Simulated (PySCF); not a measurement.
A run for PySCF: R-HF/STO-3G on C2H6O (SMILES COC).

```python
from pyscf import gto, scf, dft, mp
from pyscf.data.elements import chemcore

mol = gto.M(
    atom='''
    C    -1.16373341    0.17625971    3.32436563
    O     0.13815480    0.36414982    2.74529851
    C     1.15282742   -0.42370901    3.38969593
    H    -1.11015225    0.40815538    4.38769047
    H    -1.49260457   -0.85311705    3.16803713
    H    -1.83109721    0.86194079    2.81363829
    H     1.16340589   -0.17933881    4.45152079
    H     2.09471656   -0.15591521    2.92333152
    H     0.94806973   -1.48545780    3.23811618
    ''',
    basis='sto-3g',
    charge=0, spin=0, verbose=3, max_memory=1800)
mf = scf.RHF(mol)
mf.conv_tol = 1e-8
mf.max_cycle = 100
mf.kernel()
if not mf.converged:
    mf = mf.newton().run(mf.mo_coeff, mf.mo_occ)
```

Output:

```
converged SCF energy = -152.130830932246
```

The run converged.

Cost: around 0.14 core-seconds (rough).
